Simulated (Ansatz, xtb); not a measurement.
# C2H6BeGe: where a starting geometry ends

The starting geometry of this gas-phase triplet was built from a drawn formula by distance geometry and a force field; its bonds are those of `[BeH][CH2][C][GeH3]`.

```xyz
10

C    -0.7367    1.2851   -0.0818
C    -1.3548    0.2712   -1.0207
Be   -0.0425    1.3191    1.3100
Ge   -0.0631   -1.0910   -1.4175
H     0.4696    0.3231    1.7398
H     0.0335    1.8935   -0.6673
H    -1.5530    1.9747    0.2459
H     0.4240   -1.7675   -0.1181
H    -0.7064   -2.1442   -2.3858
H     1.1436   -0.4098   -2.1787
```

Q: Predict what becomes of its bonds when it is optimised with r2SCAN-D4/def2-SVP.

A: A new bond forms, giving a structure given below by its coordinates. Distances that change by over a tenth: C1–Be3 (1.56 → 2.11 Å), Be3–H5 (1.20 → 1.34 Å). Contacts that close: C2–Be3 (2.87 → 1.68 Å).

The energy falls by 2.64 eV over 25 steps:

| step | E − E(last) (eV) |
| --- | --- |
| 1 | 2.643 |
| 4 | 0.531 |
| 6 | 0.263 |
| 9 | 0.145 |
| 12 | 0.021 |
| 14 | 0.003 |
| 17 | 0.001 |
| 20 | 0.001 |
| 22 | 0.000 |
| 25 | 0.000 |

Final geometry (Å):

```xyz
10

C    -0.7515    1.5526   -0.3951
C    -0.2167    0.2444   -0.2275
Be   -0.0203    0.6808    1.3850
Ge    0.0551   -1.2072   -1.4716
H     0.1473    0.9993    2.6719
H    -0.1346    2.3980   -0.7397
H    -1.8348    1.7513   -0.3570
H     0.6658   -2.4095   -0.7422
H    -1.2941   -1.6076   -2.0981
H     0.9979   -0.7479   -2.5999
```

From the same start GFN2-xTB reaches the same bonding as this run.

The end wasn't checked by frequencies. Open shells are spin-unrestricted. The triplet needn't be the ground state. Run with Ansatz 0.2.0, 3.2 min on 2 threads of Arm Neoverse V1 (shared host).
